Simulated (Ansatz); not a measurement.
Isolated molecules relaxed with PBE0-D4/def2-TZVP in Ansatz; ΔE leaves out vibrations. CCSD(T)/CBS is the MP2 limit (def2-TZVPP, def2-QZVPP) plus CCSD(T) − MP2 in def2-TZVPP, frozen cores. Functionals use def2-TZVPP. For Br, Ge outer-core shells are correlated without core-valence functions, which leaves a few kJ/mol of doubt a bond. Scalar relativity is left out up to krypton.

`[F][GeH]([F])[Cl]` + `Br[Si]Br` → `[F][Ge]([F])([Cl])[Br]` + `[SiH]Br`  (redistribution)

```tsv
level	ΔE (kJ/mol)
r2SCANh-D4	80.1
HF/def2-TZVPP	64.3
MP2/def2-TZVPP	75.8
CCSD(T)/def2-TZVPP	69.8
```

Q: What does CCSD(T)/CBS give? (Best estimate.)

A: Computed: +77.4 kJ/mol. The listed levels differ from it by 2.7, -13.1, -1.6, -7.6 kJ/mol.

Largest T1 diagnostic among the species: 0.012.

Leaving LDA and LC-ωPBE aside and taking each functional with its dispersion term where it has one, the values, not all of them listed here, spread over 11.7 kJ/mol, from ωB97X-V to PBE-D4. LDA lies +4.1 kJ/mol from PBE without D4. From BLYP to BHLYP (50 % exact exchange), in def2-TZVPP and without D4, ΔE moves by −9.0 kJ/mol.
